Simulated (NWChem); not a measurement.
# C₂H₅BF₂O; SMILES OCB(F)CF

```xyz
11

O     -0.7594    -2.2562    -0.0623
C     -0.8989    -0.8442     0.0497
B      0.4289    -0.0157    -0.0028
F      1.6005    -0.6679     0.0047
C      0.4687     1.5596    -0.0248
F     -0.8264     2.0884    -0.0026
H      0.1528    -2.4864     0.1694
H     -1.4310    -0.5676     0.9819
H     -1.5703    -0.4966    -0.7501
H      1.0265     1.9585     0.8367
H      0.9857     1.9316    -0.9230
```
Atoms are numbered in this order, from 1.

Program: NWChem. Pople sets run with spherical d functions. Geometry: optimised at B3LYP/6-31G* (spherical d). GIAO values for the isolated, static molecule; σ is the absolute isotropic shielding, δ = σ(reference) − σ with the isolated reference molecule computed at the same levels (13C: tetramethylsilane, 19F: trichlorofluoromethane, 1H: tetramethylsilane, 17O: water).

| level | δ O1 (ppm) | δ F4 (ppm) | δ C5 (ppm) | δ H7 (ppm) | δ H9 (ppm) | δ H10 (ppm) | δ H11 (ppm) |
|---|---|---|---|---|---|---|---|
| LDA (Slater exchange, VWN5)/pcSseg-1 | -13.6 | -56.6 | 88.4 | 0.78 | 4.64 | 4.87 | 4.87 |
| B3LYP/6-31G* | … | … | … | … | … | … | … |
| Hartree-Fock/6-31G* | -35.4 | -29.0 | 69.8 | 1.04 | 3.87 | 4.18 | 4.20 |

Task: Fill in the missing entries.

Result: 
- B3LYP/6-31G*, δ O1 (ppm): -20.0
- B3LYP/6-31G*, δ F4 (ppm): -48.4
- B3LYP/6-31G*, δ C5 (ppm): 74.3
- B3LYP/6-31G*, δ H7 (ppm): 0.37
- B3LYP/6-31G*, δ H9 (ppm): 4.10
- B3LYP/6-31G*, δ H10 (ppm): 4.28
- B3LYP/6-31G*, δ H11 (ppm): 4.29
